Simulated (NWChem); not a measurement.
CH$_{5}$ClFNSi; SMILES C[Si@@](N)(F)Cl

```xyz
10

C      1.6225     1.0862     0.4583
Si     0.0007     0.2977     0.0503
N     -1.2339     0.7571     1.1292
F     -0.3390     0.6615    -1.4996
Cl     0.1053    -1.7616     0.0951
H      1.9614     0.7894     1.4614
H      1.5380     2.1843     0.4293
H      2.3876     0.7887    -0.2739
H     -2.0992     0.2330     1.1866
H     -1.3583     1.7256     1.4001
```
Atoms are numbered in this order, from 1.

Level: PBE0/def2-SVP (NWChem), optimised geometry, unscaled harmonic frequencies. 

```csv
frequency (cm⁻¹),IR intensity (km/mol)
136,1.4
146,10.6
172,2.6
251,7.6
273,4.9
276,28.9
313,41.6
372,160.6
531,62.6
704,21.7
742,7.9
790,10.4
865,189.5
882,154.9
956,187.6
1278,45.5
1423,6.4
1426,3.8
1534,71.4
3067,0.4
3169,0.9
3186,0.2
3620,47.3
3723,50.8
```

The zero-point energy is 42.6 kcal/mol. The thermal correction to the enthalpy at 298.15 K (with zero-point energy) comes out as 48.0 kcal/mol. The heat capacity Cv comes out as 25.4 cal/(mol K), the entropy at 298.15 K and 1 atm (symmetry number 1) is 84.4 cal/(mol K) and the dipole moment is 2.77 D.

Rigid rotor and harmonic oscillator.
